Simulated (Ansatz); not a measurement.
The cluster K2F2⁺ (the lowest doublet isomer of a short search) was relaxed with PBE0-D4 (def2-TZVP) in Ansatz in these states: charge +1 doublet, charge +1 quartet. The geometries follow in no particular order.

A:

```xyz
4

K    -0.2466    3.1268   -0.0814
K    -2.7372   -1.1579   -1.0056
F     0.6024   -0.5704    1.0209
F     2.3814   -1.3985    0.0661
```

B:

```xyz
4

K     0.233   -1.973   -1.187
K    -0.235    1.973    1.187
F    -0.189    0.477   -0.829
F     0.191   -0.476    0.829
```

Judge from the bond lengths which geometry belongs to which state (an estimate).

A is the charge +1 quartet (K1–F4 5.235 Å, K2–F4 5.235 Å, K2–F3 3.950 Å); B is the charge +1 doublet (K1–F4 2.512 Å, K2–F4 2.512 Å, K2–F3 2.512 Å).

In the doublet, F3 and F4 lie 1.95 Å apart (atoms count from 1), so these atoms are partly bonded to each other. The charge +1 quartet has come apart into loosely held pieces.
